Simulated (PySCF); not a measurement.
Cu(NH3)4, SMILES [NH3]->[Cu+2](<-[NH3])(<-[NH3])<-[NH3] (charge +2), doublet, GFN2-xTB optimised geometry.

```
17

Cu     0.07     0.07     0.00
N     -1.96     0.03     0.38
H     -2.25     0.80     0.98
H     -2.24    -0.82     0.87
H     -2.52     0.09    -0.47
N      0.05    -1.96    -0.38
H     -0.82    -2.26    -0.82
H      0.16    -2.52     0.47
H      0.80    -2.23    -1.01
N      2.13     0.07     0.00
H      2.52     0.18    -0.94
H      2.51    -0.80     0.38
H      2.51     0.82     0.58
N      0.05     2.13     0.00
H     -0.80     2.50    -0.43
H      0.83     2.52    -0.54
H      0.11     2.52     0.94
```

Density from unrestricted PBE0/def2-SVP (PySCF) at that geometry.

Minimum of the electron density along straight lines between bonded atoms, close to the bond critical point (lines longer than 1.1 times the sum of covalent radii, or with two minima, are not listed):

```json
[
 {"bond": "Cu1–N2", "length / Å": "2.063", "ρ at the minimum / e bohr⁻³": "0.074", "∇²ρ there / e bohr⁻⁵": "0.38", "position (fraction from the first atom)": "0.47"},
 {"bond": "N2–H3", "length / Å": "1.021", "ρ at the minimum / e bohr⁻³": "0.327", "∇²ρ there / e bohr⁻⁵": "-1.60", "position (fraction from the first atom)": "0.78"},
 {"bond": "N2–H4", "length / Å": "1.021", "ρ at the minimum / e bohr⁻³": "0.326", "∇²ρ there / e bohr⁻⁵": "-1.60", "position (fraction from the first atom)": "0.78"},
 {"bond": "N2–H5", "length / Å": "1.021", "ρ at the minimum / e bohr⁻³": "0.325", "∇²ρ there / e bohr⁻⁵": "-1.60", "position (fraction from the first atom)": "0.78"},
 {"bond": "Cu1–N6", "length / Å": "2.062", "ρ at the minimum / e bohr⁻³": "0.074", "∇²ρ there / e bohr⁻⁵": "0.38", "position (fraction from the first atom)": "0.47"},
 {"bond": "N6–H7", "length / Å": "1.021", "ρ at the minimum / e bohr⁻³": "0.327", "∇²ρ there / e bohr⁻⁵": "-1.60", "position (fraction from the first atom)": "0.78"},
 {"bond": "N6–H8", "length / Å": "1.021", "ρ at the minimum / e bohr⁻³": "0.325", "∇²ρ there / e bohr⁻⁵": "-1.60", "position (fraction from the first atom)": "0.78"},
 {"bond": "N6–H9", "length / Å": "1.021", "ρ at the minimum / e bohr⁻³": "0.326", "∇²ρ there / e bohr⁻⁵": "-1.60", "position (fraction from the first atom)": "0.78"},
 {"bond": "Cu1–N10", "length / Å": "2.063", "ρ at the minimum / e bohr⁻³": "0.074", "∇²ρ there / e bohr⁻⁵": "0.38", "position (fraction from the first atom)": "0.47"},
 {"bond": "N10–H11", "length / Å": "1.021", "ρ at the minimum / e bohr⁻³": "0.325", "∇²ρ there / e bohr⁻⁵": "-1.60", "position (fraction from the first atom)": "0.78"},
 {"bond": "N10–H12", "length / Å": "1.021", "ρ at the minimum / e bohr⁻³": "0.327", "∇²ρ there / e bohr⁻⁵": "-1.60", "position (fraction from the first atom)": "0.78"},
 {"bond": "N10–H13", "length / Å": "1.021", "ρ at the minimum / e bohr⁻³": "0.326", "∇²ρ there / e bohr⁻⁵": "-1.60", "position (fraction from the first atom)": "0.78"},
 {"bond": "Cu1–N14", "length / Å": "2.062", "ρ at the minimum / e bohr⁻³": "0.074", "∇²ρ there / e bohr⁻⁵": "0.38", "position (fraction from the first atom)": "0.47"},
 {"bond": "N14–H15", "length / Å": "1.021", "ρ at the minimum / e bohr⁻³": "0.326", "∇²ρ there / e bohr⁻⁵": "-1.60", "position (fraction from the first atom)": "0.78"},
 {"bond": "N14–H16", "length / Å": "1.021", "ρ at the minimum / e bohr⁻³": "0.327", "∇²ρ there / e bohr⁻⁵": "-1.60", "position (fraction from the first atom)": "0.78"},
 {"bond": "N14–H17", "length / Å": "1.021", "ρ at the minimum / e bohr⁻³": "0.325", "∇²ρ there / e bohr⁻⁵": "-1.60", "position (fraction from the first atom)": "0.78"}
]
```
